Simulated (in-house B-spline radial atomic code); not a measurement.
Solving the quasi-particle equation for 5s of Xe6+

Configuration [Kr] 4d10 5s2, start Hartree-Fock; correlation leaves out the 4 deepest shells. Computed with an all-electron radial atomic-structure program (B-spline basis): all electrons, scalar-relativistic (spin-free one-electron X2C), finite nucleus, each spin shell either full or empty, empty states to l = 9 with an (l + 1/2)⁻⁴ tail; G0W0 by contour deformation at full frequency.

At the mean-field level ε = -89.886 eV the matrix elements are Σx = -21.608 eV, v_xc = -21.608 eV and Σc(ε) = -2.455 eV, and the slope of the correlation self-energy is dΣc/dω = -0.0240. The quasi-particle energy solves E = ε + Σx − v_xc + Σc(E).

Q: What does the linearised equation give?

A: Z = 1/(1 − dΣc/dω) = 1/1.0240 = 0.9766. The first-order shift is Σx − v_xc + Σc(ε) = -21.608 − (-21.608) + (-2.455) = -2.455 eV, so E ≈ ε + Z × shift = -89.886 + 0.9766 × (-2.455) = -92.284 eV.

Q: How does that compare with the full solution and with static screening?

A: Solving the equation at full frequency dependence gives E = -92.285 eV, where Σc = -2.399 eV and the weight is 0.977; the linearised value is off by 1 meV. Leaving Z out would give -92.341 eV. Static COHSEX puts -4.244 eV in place of Σc and gives -94.130 eV, 1.85 eV deeper.
